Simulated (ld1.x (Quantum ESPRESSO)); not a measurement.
## What one change does to a pseudopotential (cadmium, TM)

* Element: cadmium
* Generator: ld1.x (Quantum ESPRESSO) 7.5
* Type: norm-conserving Troullier–Martins (Kleinman–Bylander form)
* Functional: LDA (PZ)
* Relativity: fully relativistic
* Frozen core: [Ar] 3d10 4s2
* Valence charge: 18
* Reference configuration: 4p6 4d10 5s1 5p0 (charge +1)
* Partial waves: 4p (bound): rc 0.85 bohr; 4d (bound): rc 1.80 bohr; 5s (bound): rc 1.70 bohr
* Local potential: the s channel
* Core correction: Bessel-smoothed model core, default radius (core density twice the valence density)

Open shells are filled in proportion to 2j + 1 (rel_dist='average').

All-electron outer shells of the reference configuration (LDA (PZ), scalar-relativistic, ld1.x):

```csv
shell,level (eV),outermost node (bohr),outermost maximum (bohr)
4s,-114.76,0.43,0.79
4p,-75.91,0.43,0.84
4d,-20.74,0.42,0.98
5s,-13.46,1.06,2.23
5p,-7.62,1.19,2.80
```

Change: wave 4p (bound): rc 0.85 bohr becomes 4p (bound): rc 0.94 bohr.

Cutoffs: the cutoffs (Ry, on a coarse ladder) from which the occupation-weighted sum of valence levels, in a spherical-Bessel basis at the reference potential, stays within 10 and 1 mRy of its value at 400 Ry; they do not see the model core or the augmentation charge, which bear on the density cutoff. Errors are all-electron minus pseudo energies relative to the spin-unpolarised reference configuration.

Task: How do hardness, ghosts and transferability respond?

Result: The errors of the 7 common tests hardly move; neither file shows a bound ghost at the reference potential, the only one tested.

| quantity | base | changed |
| --- | --- | --- |
| cutoff, loose | 180 Ry | 180 Ry |
| cutoff, tight | over 300 Ry | 230 Ry |
| loose cutoff by channel (10 mRy a level) | p 140 Ry, d 55 Ry, s 25 Ry | p 100 Ry, d 55 Ry, s 25 Ry |
| bound ghosts | none | none |
| error for 4p6 4d10 5s2 5p0, meV [ΔE -9.63 eV] | +0.4 | +0.4 |
| error for 4p6 4d10 5s0 5p0, meV [ΔE 17.52 eV] | -4.9 | -4.9 |
| error for 4p6 4d9 5s0 5p0, meV [ΔE 55.77 eV] | -117 | -117 |
| error for 4p6 4d9 5s2 5p1, meV [ΔE 2.96 eV] | -904 | -904 |
| error for 4p6 4d8 5s0 5p0, meV [ΔE 110.05 eV] | -497 | -498 |
| error for 4p6 4d10 5s1.5 5p0, meV [ΔE -5.75 eV] | -0.1 | -0.1 |
| error for 4p5 4d10 5s2 5p0, meV [ΔE 64.75 eV] | -255 | -254 |
| s: phases at 1.96 bohr within 0.05 rad from the reference energy up to (Ry; the scan ends near 5) | -0.2 | -0.2 |
| p1/2: phases at 1.96 bohr within 0.05 rad from the reference energy up to (Ry; the scan ends near 5) | -2.5 | -2.5 |
| p3/2: phases at 1.96 bohr within 0.05 rad from the reference energy up to (Ry; the scan ends near 5) | -2.2 | -2.2 |
| d3/2: phases at 1.96 bohr within 0.05 rad from the reference energy up to (Ry; the scan ends near 5) | 0.8 | 0.8 |
| d5/2: phases at 1.96 bohr within 0.05 rad from the reference energy up to (Ry; the scan ends near 5) | 0.8 | 0.8 |

Base: These tests converged, but a pseudo level misses the all-electron one widely, so the file describes the atom poorly there or has found another state: 4p6 4d9 5s0 5p0: empty 5p by 2.8 eV; 4p6 4d8 5s0 5p0: empty 5p by 4.0 eV. Changed file: These tests converged, but a pseudo level misses the all-electron one widely, so the file describes the atom poorly there or has found another state: 4p6 4d9 5s0 5p0: empty 5p by 2.8 eV; 4p6 4d8 5s0 5p0: empty 5p by 4.0 eV.
